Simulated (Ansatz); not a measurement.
# Pulling the pair apart

The pair of Br⁻ (SMILES [Br-], atom 1) and H$_{2}$S (SMILES S, atoms 2–4), both closed shells, in one local arrangement (a lower one may exist), relaxed at PBE0-D4/def2-TZVPD:

| atom | x (Å) | y (Å) | z (Å) |
| --- | --- | --- | --- |
| Br1 | 0.0605 | -0.3147 | -2.3544 |
| S2 | -0.2831 | -0.2639 | 1.2292 |
| H3 | 0.3900 | 0.8937 | 1.2958 |
| H4 | -0.1674 | -0.3152 | -0.1705 |

H$_{2}$S is shifted rigidly along the line between the mean atom positions of the two fragments (negative: closer). Counterpoise interaction energies in kcal/mol. Ansatz 0.2.0; basis: def2-TZVPPD; cores frozen in the correlated methods. Filled d shells of the heavier atoms are correlated. The def2 sets are not built for correlating such inner shells, so the correlated values are less sure here.

```json
{"shift (Å)": "-0.22", "MP2": "-10.02", "wB97M-V": "-9.42", "PBE-D4": "-13.55"}
{"shift (Å)": "-0.11", "MP2": "-11.20", "wB97M-V": "-10.76", "PBE-D4": "-14.39"}
{"shift (Å)": "0.00", "MP2": "-11.68", "wB97M-V": "-11.38", "PBE-D4": "-14.56"}
{"shift (Å)": "0.11", "MP2": "-11.69", "wB97M-V": "-11.51", "PBE-D4": "-14.28"}
{"shift (Å)": "0.26", "MP2": "-11.25", "wB97M-V": "-11.17", "PBE-D4": "-13.47"}
{"shift (Å)": "0.55", "MP2": "-9.77", "wB97M-V": "-9.77", "PBE-D4": "-11.44"}
{"shift (Å)": "1.10", "MP2": "-6.86", "wB97M-V": "-6.82", "PBE-D4": "-7.79"}
{"shift (Å)": "2.20", "MP2": "-3.44", "wB97M-V": "-3.39", "PBE-D4": "-3.74"}
```

Question: What does CCSD(T) give at these shifts? (To be estimated.)

Answer: Computed: -8.34, -9.81, -10.52, -10.73, -10.50, -9.29, -6.61, -3.33 kcal/mol. For zero shift, CCSD(T) at an estimated basis limit (MP2 extrapolated from triple and quadruple zeta, plus CCSD(T) − MP2 in triple zeta) gives -11.90 kcal/mol. These are counterpoise interaction energies, counted from the two frozen fragments.

T1 diagnostic: at most 0.008.

For scale, one of the runs: CCSD(T)/def2-TZVPPD, 142 basis functions, launched by `ansatz run in.yaml --threads 2 --pin off --events-out ev --progress --plain --max-ram 5222MiB`. The run took 6.5 s on 2 CPU threads of an Intel Xeon Platinum 8124M (shared host), with 0.61 GiB of host memory at its peak.
